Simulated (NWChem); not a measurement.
# Correlation energy of Ga

```xyz
1

Ga     0.0000     0.0000     0.0000
```
Charge 0, spin multiplicity 2.

Everything below was run with NWChem.

Basis set: def2-TZVP. Each correlation energy counts from its own Hartree-Fock reference.

The Hamiltonian is non-relativistic. The correlated methods keep 9 core orbitals frozen. The stability of the SCF solutions was not checked. Open-shell Hartree-Fock references start from PBE0 orbitals. Coupled-cluster values serve here as a point of comparison, not as the truth.

Problem. For the correlation energy, UMP2 gives -177.1 mHa and SCS-UMP2 gives -165.1 mHa. What do CCSD on UHF, CCSD[T] on UHF, CCSD(T) on UHF give?

Solution. CCSD on UHF: -181.0 mHa; CCSD[T] on UHF: -189.7 mHa; CCSD(T) on UHF: -188.4 mHa.
